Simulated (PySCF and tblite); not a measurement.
Results of a calculation; reference values are marked as such.
C₅H₈N₂O, numbered as in [CH3:1][O:2]/[C:3]([CH3:4])=[N:5]/[CH2:6][C:7]#[N:8]. The ensemble was built from 90 distance-geometry starts (ETKDG, MMFF94s, GFN2-xTB) and rests on GFN2-xTB geometries. Free energies are B3LYP-D3(BJ)/def2-SVP (IEF-PCM, tetrahydrofuran) single points with GFN2-xTB rigid-rotor and vibrational terms (modes under about 100 cm⁻¹ blended into free rotors). Symmetry numbers and mirror images are counted. Conformers within 2.5 kcal/mol (GFN2-xTB free energy) were kept, 5 at most. GIAO shieldings: B97-2/pcSseg-1 (IEF-PCM, tetrahydrofuran). Shifts are against TMS (¹H), TMS (¹³C) at the same level. (PySCF 2.14, tblite 0.8.)

Torsions listed: C1–O2–C3–N5, C3–N5–C6–C7. Of a mirror pair one member is shown.

```csv
conformer,shape,point group,mirror pair,ΔE(DFT),Δ(G−E) at 350 K,δ C3 (ppm)
1,"0°, 180°",Cs,no,0.00,0.00,170.6
2,"1°, 66°",C1,yes,0.29,0.98,175.4
```

Energies in kcal/mol; the thermal term leaves out symmetry numbers and mirror images.

Problem. Work out the weights at 350 K and the ¹³C shift of C3 under fast exchange.

Solution. RT = 0.696 kcal/mol. Each conformer gets RT ln(σ/g), with σ the rotational symmetry number and g = 2 for a mirror pair: 1: σ = 1, g = 1, G = 0.00 + 0.00 + 0.00 = 0.00, 0.00 above the lowest, exp(−ΔG/RT) = 1.000; 2: σ = 1, g = 2, G = 0.29 + 0.98 − 0.48 = 0.79, 0.79 above the lowest, exp(−ΔG/RT) = 0.323. The sum is 1.323, so the weights are 75.6, 24.4 %. The averaged shift is 171.8 ppm. At 298.15 K it is 171.7 ppm. At 298.15 K the leading conformer alone gives 170.6 ppm and bare DFT energies give 172.4 ppm.
